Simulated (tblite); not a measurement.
Species: C₈H₁₃FSi.
Numbering: `[CH:1]#[C:2][CH2:3][C@:4]([F:5])([SiH2:6][CH3:7])[CH:8]1[CH2:9][CH2:10]1` (hydrogens: H11 on C1; H12, H13 on C3; H14, H15 on Si6; H16, H17, H18 on C7; H19 on C8; H20, H21 on C9; H22, H23 on C10)

Computed geometry: GFN2-xTB, gas phase.

Some entries are withheld. Bonds in one row agree within 0.01 Å.

| coordinate | value |
| --- | --- |
| C1≡C2 | ? |
| C2–C3 | 1.445 Å |
| C3–C4 | 1.536 Å |
| C4–F5 | ? |
| C4–Si6 | 1.933 Å |
| Si6–C7 | 1.893 Å |
| C4–C8 | 1.512 Å |
| C8–C9 | 1.500 Å |
| C9–C10 | ? |
| C8–C10 | ? |
| C1–H11 | 1.049 Å |
| C3–H12 | 1.096 Å |
| C3–H13 | 1.094 Å |
| Si6–H14 | 1.465 Å |
| Si6–H15 | 1.467 Å |
| C7–H16, C7–H17, C7–H18 | 1.086 Å |
| C8–H19 | 1.084 Å |
| C9–H20 | 1.080 Å |
| C9–H21 | 1.080 Å |
| C10–H22 | 1.079 Å |
| C10–H23 | 1.080 Å |
| C1–C2–C3 | ? |
| C2–C3–C4 | 111.9° |
| C3–C4–F5 | 105.8° |
| C3–C4–Si6 | 112.5° |
| C3–C4–C8 | 110.2° |
| F5–C4–Si6 | 106.4° |
| F5–C4–C8 | 108.6° |
| Si6–C4–C8 | ? |
| C4–Si6–C7 | 108.8° |
| C4–C8–C9 | 120.9° |
| C4–C8–C10 | 121.3° |
| C9–C8–C10 | 60.0° |
| C8–C9–C10 | ? |
| C8–C10–C9 | 60.1° |

Fill in the missing values.

- C1≡C2 = 1.197 Å, drawn triple (terminal alkyne carbon to alkyne carbon); 0.18 Å below the sum of covalent radii, 1.38 Å.
- C4–F5 = 1.406 Å, drawn single (sp3 C–F carbon to alkyl fluorine); 0.08 Å above the sum of covalent radii, 1.33 Å.
- C9–C10 = 1.499 Å, drawn single (both ends three-membered-ring carbon); 0.02 Å below the sum of covalent radii, 1.52 Å.
- C8–C10 = 1.497 Å, drawn single (both ends three-membered-ring carbon); 0.02 Å below the sum of covalent radii, 1.52 Å.
- C1–C2–C3 = 178.8°, at the alkyne carbon; the outer atoms are 2.641 Å apart.
- Si6–C4–C8 = 112.8°, at the sp3 C–F carbon; the outer atoms are 2.879 Å apart.
- C8–C9–C10 = 59.9°, at the three-membered-ring carbon, inside a 3-membered ring; the outer atoms are 1.497 Å apart.

Radii are Cordero's, carbon taken as 0.76, 0.73 or 0.69 Å for four, three, and two or fewer neighbours.

Its GFN2-xTB frequencies are all real (lowest 28 cm⁻¹). The numbers are those of one conformer (C2–C3–C4–F5 179°, C3–C4–Si6–C7 171°, C3–C4–C8–C9 -79°). 3 starts were optimised and ended at 0.00, 1.04 and 2.24 kcal/mol (GFN2-xTB); the lowest of these is shown.
